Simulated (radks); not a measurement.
Task: These are the eigenvalues of the occupied orbitals of an atom or ion with whole-number occupations (hartree). Method: scalar-relativistic Kohn-Sham, SCAN, spin-unpolarised, spherical densities, finite nucleus; meta-GGA in the generalised Kohn-Sham scheme; Fermi nuclear charge, rms radius of each element as measured or else 0.836 A^(1/3) + 0.57 fm; computed with a radial shooting solver on a logarithmic mesh with Libxc functionals.

orbital  eigenvalue
1s         -0.24440

Which element is it, and in what charge state? The configuration may be excited.

Result: Z = 1, hydrogen, charge 0: H in 1s1. The 1s level, -0.2444 hartree, gives Z - s = 0.7 by -(Z - s)^2/2, which with screening and relativity narrows Z to a few neighbours, and the depths must fix Z and the occupations together.
